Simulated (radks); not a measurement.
Species: Br I. Configuration: [Ar] 3d10 4s2 4p5.

Calculated with a radial shooting solver on a logarithmic mesh with Libxc functionals: Dirac Kohn-Sham, PBE, spin-unpolarised, spherical densities, finite nucleus; open shells fill j = l - 1/2 first; Fermi nuclear charge, rms radius 4.1629 fm.

Energy parts (eV):
| part | energy |
|---|---|
| total | -70928.563 |
| kinetic | 72730.957 |
| electron-nucleus | -171313.773 |
| Hartree | 30163.206 |
| exchange-correlation | -2508.953 |

Orbitals (lengths in bohr, moments of r in powers of bohr; <r^-3> diverges for s and p1/2; r(90%) holds 90 % of the orbital's charge):
orbital  occ.  eigenvalue (eV)  <r^-3>     <r^2>  r(90%)
1s1/2       2        -13313.18       -  0.002461  0.0764
2s1/2       2        -1732.181       -   0.04230   0.293
2p1/2       2        -1559.824       -   0.03252   0.266
2p3/2       4        -1512.321    1298   0.03396   0.272
3s1/2       2        -237.9172       -    0.3498   0.821
3p1/2       2        -177.9931       -    0.3637   0.851
3p3/2       4        -171.1592   188.5    0.3773   0.867
3d3/2       4         -67.2838   23.82    0.4292   0.969
3d5/2       6         -66.1989   23.04    0.4352   0.976
4s1/2       2         -20.0968       -     3.224    2.50
4p1/2       2          -8.1702       -     5.077    3.21
4p3/2       3          -7.6751   13.64     5.328    3.30

The highest occupied level is 4p3/2 at -7.675 eV. Summed over all electrons, <r^2> = 40.14 bohr^2, which gives a Langevin (diamagnetic) susceptibility term of -31.8 x 10^-6 cm^3/mol. The density falls to 0.001 e/bohr^3 at r = 4.16 bohr.
